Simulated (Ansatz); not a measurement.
Harmonic frequencies (cm⁻¹) at PBE0-D4/def2-TZVP from Ansatz: 162, 170, 208, 217, 236, 270, 339, 423, 546, 580, 629, 641, 656, 703, 725, 729, 987, 1034, 1217, 1423, 1433, 3040, 3127, 3145, 3654, 3670, 3911.

Each molecule was computed in one conformer, which needn't be the lowest.

Q: Which molecule is it?
A. `[OH][W]([OH])([OH])([OH])([F])[Cl]`
B. `[CH3][W](=[NH])(=[NH])[OH]`
C. `[NH]=[W](=[NH])([NH2])[NH2]`
D. `[OH][W]([OH])([OH])([F])([Cl])[Cl]`

A: B.
